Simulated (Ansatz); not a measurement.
Compare A (`FCB1N[SiH2]1`) with its isomer B (`BN1[SiH2]C1F`).

Isolated molecules relaxed with PBE0-D4/def2-TZVP in Ansatz; ΔE leaves out vibrations. CBS: MP2 limit from def2 TZ/QZ plus the TZ coupled-cluster correction, frozen cores. Functionals use def2-TZVPP. B3LYP here is the variant with VWN-RPA as its local correlation; programs differ in this. One conformer a species, not always the lowest.

**Question.** Which is lower in electronic energy at CCSD(T)/CBS, and by how much? (An estimate is asked.)

**Answer.** The calculation gave: A, by 11.5 kcal/mol.

**Question.** Give E(B) − E(A) in kcal/mol with ωB97M-V, B3LYP, PBE0-D4, PBE-D4, B3LYP-D4, r2SCAN-D4, CCSD(T)/def2-TZVPP. (An estimate is asked.)

**Answer.** The calculation gave: ωB97M-V 10.9, B3LYP 10.7, PBE0-D4 12.3, PBE-D4 11.9, B3LYP-D4 10.0, r2SCAN-D4 11.4, CCSD(T)/def2-TZVPP 11.2. None reverses the order clearly.

Largest T1 diagnostic: 0.014.

In def2-TZVPP, CCSD(T) changes the Hartree–Fock value by +2.7 kcal/mol (the triples alone add +0.1 kcal/mol) and MP2 by +2.1 kcal/mol.
